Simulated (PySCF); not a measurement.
Level of theory: PBE-D3(BJ)/def2-TZVP // PBE0-D3(BJ)/def2-TZVP in PySCF. Gas-phase values, no solvent. One relaxed conformer stands for a flexible species; it need not be the lowest. 

Reference species (SMILES): `C=[SiH]B(O)O` (neutral, multiplicity 1).

| Quantity | Value |
|---|---|
| S1 oscillator strength | 0.000 |
| LUMO | -2.24 eV |
| HOMO | -5.33 eV |

Changed species: `[SiH](C#CC)=C` (X = propynyl; the reference has X = borono).

**Question.** What does the change do to the S1 oscillator strength, LUMO and HOMO?

**Answer.** the S1 oscillator strength stays essentially unchanged; the LUMO rises by 0.16 eV, to -2.08 eV; the HOMO goes up by 0.07 eV, to -5.26 eV.
